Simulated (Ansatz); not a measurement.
Consider the isomerisation: `OC1=N[SiH2]N1` → `N=C1O[SiH]1N`.

Program: Ansatz. Geometries: PBE0-D4/def2-TZVP. ΔE: electronic, gas phase. CBS: MP2 limit from def2 TZ/QZ plus the TZ coupled-cluster correction, frozen cores. One conformer a species, not always the lowest.

```json
{"level": "MP2/def2-SVP", "ΔE (kJ/mol)": "29.5"}
{"level": "CCSD/def2-SVP", "ΔE (kJ/mol)": "29.7"}
{"level": "HF/def2-QZVPP", "ΔE (kJ/mol)": "27.3"}
{"level": "MP2/def2-QZVPP", "ΔE (kJ/mol)": "2.9"}
```

**Question.** What does CCSD(T)/CBS give? (An estimate is asked.)

**Answer.** Computed: +1.3 kJ/mol. The listed levels differ from it by 28.2, 28.4, 26.0, 1.6 kJ/mol.

Largest T1 diagnostic among the species: 0.015.

In def2-TZVPP, CCSD(T) changes the Hartree–Fock value by −25.4 kJ/mol (the triples alone add −3.5 kJ/mol) and MP2 by −24.1 kJ/mol. From BLYP to BHLYP (50 % exact exchange), in def2-TZVPP and without D4, ΔE moves by +31.0 kJ/mol.
